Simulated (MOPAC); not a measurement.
A run for MOPAC: PM6 on CH5AlO2 (SMILES [CH3][Al]([OH])[OH]), a point of a torsion scan.

```
PM6 1SCF PRECISE CHARGE=0 THREADS=1
CH5AlO2

C     -1.41818971 1    -0.05830931 1     0.15914612 1
Al     0.49520447 1     0.30057271 1    -0.26768743 1
O      1.09275280 1    -0.21128030 1    -1.71445374 1
O      1.38664278 1     1.09890603 1     0.86380512 1
H     -1.50828113 1    -0.66662654 1     1.05696017 1
H     -1.91965945 1    -0.57595535 1    -0.65459815 1
H     -1.95270672 1     0.86912737 1     0.35498702 1
H      1.44093442 1    -0.50150830 1    -2.54320534 1
H      1.92901385 1     1.55401911 1     1.48923547 1
```

Output:

```
*******************************************************************************
 **                                                                           **
 **                              MOPAC v23.2.5                                **
 **                                                                           **
 *******************************************************************************
 ** MOPAC's Digital Object Identifier: https://doi.org/10.5281/zenodo.6511958 **
 **                                                                           **
 ** Please cite the open-source release paper for use of this MOPAC version:  **
 ** J. E. Moussa and J. J. P. Stewart (2026)                                  **
 ** MOPAC: An open-source semiempirical molecular orbital program             **
 ** J. Open Source Softw., 11(119), 8025, https://doi.org/10.21105/joss.08025 **
 *******************************************************************************

                              PM6 CALCULATION RESULTS

 *******************************************************************************
 *  PM6        - The PM6 Hamiltonian to be used
 *
 *
 *
 *                 CHARGE ON SYSTEM = 0
 *
 *
 *
 *  PRECISE    - TIGHTER CRITERIA TO BE USED
 *  1SCF       - DO 1 SCF AND THEN STOP
 *  THREADS=1  - MULTI-THREADING NOT USED
 *  T=         - A TIME OF 172800.0 SECONDS REQUESTED
 *  DUMP=N     - RESTART FILE WRITTEN EVERY 7200.0 SECONDS REQUESTED
 *******************************************************************************
PM6 1SCF PRECISE CHARGE=0 THREADS=1
 CH5AlO2

   ATOM   CHEMICAL          X               Y               Z
  NUMBER   SYMBOL      (ANGSTROMS)     (ANGSTROMS)     (ANGSTROMS)

     1       C         -1.41818971  *  -0.05830931  *   0.15914612  *
     2      Al          0.49520447  *   0.30057271  *  -0.26768743  *
     3       O          1.09275280  *  -0.21128030  *  -1.71445374  *
     4       O          1.38664278  *   1.09890603  *   0.86380512  *
     5       H         -1.50828113  *  -0.66662654  *   1.05696017  *
     6       H         -1.91965945  *  -0.57595535  *  -0.65459815  *
     7       H         -1.95270672  *   0.86912737  *   0.35498702  *
     8       H          1.44093442  *  -0.50150830  *  -2.54320534  *
     9       H          1.92901385  *   1.55401911  *   1.48923547  *



          CARTESIAN COORDINATES

    NO.       ATOM           X           Y           Z

     1         C         -1.4182     -0.0583      0.1591
     2        Al          0.4952      0.3006     -0.2677
     3         O          1.0928     -0.2113     -1.7145
     4         O          1.3866      1.0989      0.8638
     5         H         -1.5083     -0.6666      1.0570
     6         H         -1.9197     -0.5760     -0.6546
     7         H         -1.9527      0.8691      0.3550
     8         H          1.4409     -0.5015     -2.5432
     9         H          1.9290      1.5540      1.4892

 General Reference for PM6:
 "Optimization of Parameters for Semiempirical Methods V: Modification of NDDO Approximations
 and Application to 70 Elements", J. J. P. Stewart, J. Mol. Mod., 13, 1173-1213 (2007)
 URL: https://link.springer.com/article/10.1007/s00894-007-0233-4

           Empirical Formula: C H5 O2 Al  =     9 atoms



      MOLECULAR POINT GROUP   :   Cs


      RHF CALCULATION, NO. OF DOUBLY OCCUPIED LEVELS = 12


 -------------------------------------------------------------------------------
 PM6 1SCF PRECISE CHARGE=0 THREADS=1
 CH5AlO2



     1SCF WAS SPECIFIED, SO BFGS WAS NOT USED
     SCF FIELD WAS ACHIEVED


                              PM6 CALCULATION
                                                       MOPAC v23.2.5 Linux




          FINAL HEAT OF FORMATION =       -108.64089 KCAL/MOL =    -454.55347 KJ/MOL


          COSMO AREA              =        111.10 SQUARE ANGSTROMS
          COSMO VOLUME            =         95.44 CUBIC ANGSTROMS

          IONIZATION POTENTIAL    =         10.643819 EV
          HOMO LUMO ENERGIES (EV) =        -10.644  1.906
          NO. OF FILLED LEVELS    =         12
          MOLECULAR WEIGHT        =         76.0308         POINT GROUP:  Cs

          MOLECULAR DIMENSIONS (Angstroms)

            Atom       Atom       Distance
            H     9    H     6     4.89337
            H     8    H     7     4.59897
            H     5    H     7     1.71157


          SCF CALCULATIONS        =          1





   ATOM   CHEMICAL          X               Y               Z
  NUMBER   SYMBOL      (ANGSTROMS)     (ANGSTROMS)     (ANGSTROMS)

     1       C         -1.41818971  *  -0.05830931  *   0.15914612  *
     2      Al          0.49520447  *   0.30057271  *  -0.26768743  *
     3       O          1.09275280  *  -0.21128030  *  -1.71445374  *
     4       O          1.38664278  *   1.09890603  *   0.86380512  *
     5       H         -1.50828113  *  -0.66662654  *   1.05696017  *
     6       H         -1.91965945  *  -0.57595535  *  -0.65459815  *
     7       H         -1.95270672  *   0.86912737  *   0.35498702  *
     8       H          1.44093442  *  -0.50150830  *  -2.54320534  *
     9       H          1.92901385  *   1.55401911  *   1.48923547  *

                             CARTESIAN COORDINATES

   1    C       -1.418189710    -0.058309310     0.159146120
   2   Al        0.495204470     0.300572710    -0.267687430
   3    O        1.092752800    -0.211280300    -1.714453740
   4    O        1.386642780     1.098906030     0.863805120
   5    H       -1.508281130    -0.666626540     1.056960170
   6    H       -1.919659450    -0.575955350    -0.654598150
   7    H       -1.952706720     0.869127370     0.354987020
   8    H        1.440934420    -0.501508300    -2.543205340
   9    H        1.929013850     1.554019110     1.489235470


           Empirical Formula: C H5 O2 Al  =     9 atoms



      MOLECULAR POINT GROUP   :   Cs


                  EIGENVALUES
 -27.40518 -26.65919 -23.59823 -19.14734 -18.49747 -13.19586 -13.11331 -12.84271
 -12.49508 -11.98531 -11.50779 -10.64382   1.90584   3.43994   4.26900   5.75909
   6.69956   6.75038   7.76262   8.03283   8.24862  88.55983  88.78093  88.94896
  91.16421  91.21126


              NET ATOMIC CHARGES AND DIPOLE CONTRIBUTIONS

  ATOM NO.   TYPE          CHARGE      No. of ELECS.   s-Pop       p-Pop       d-Pop
    1          C          -0.750914        4.7509     1.11510     3.63582
    2         Al           1.132367        1.8676     0.67029     1.09983     0.09751
    3          O          -0.831738        6.8317     1.62645     5.20529
    4          O          -0.831496        6.8315     1.62711     5.20438
    5          H           0.160809        0.8392     0.83919
    6          H           0.161474        0.8385     0.83853
    7          H           0.160839        0.8392     0.83916
    8          H           0.399640        0.6004     0.60036
    9          H           0.399019        0.6010     0.60098
 DIPOLE           X         Y         Z       TOTAL
 POINT-CHG.     0.206     0.026    -0.075     0.220
 HYBRID         0.262     0.055    -0.046     0.271
 SUM            0.467     0.080    -0.121     0.489


          ATOMIC ORBITAL ELECTRON POPULATIONS

     Atom    s        px        py        pz      x^2-y^2     xz        z^2       yz        xy
    1  C   1.11510   1.27620   1.17988   1.17973
    2 Al   0.67029   0.46842   0.24765   0.38376   0.01583   0.02555   0.02371   0.01844   0.01398
    3  O   1.62645   1.86282   1.85645   1.48602
    4  O   1.62711   1.75796   1.77716   1.66926
    5  H   0.83919
    6  H   0.83853
    7  H   0.83916
    8  H   0.60036
    9  H   0.60098

 **********************
 *                    *
 * JOB ENDED NORMALLY *
 *                    *
 **********************




 == MOPAC DONE ==
```

The run finished.

Cost: about 0.020 core-seconds (a rough figure).
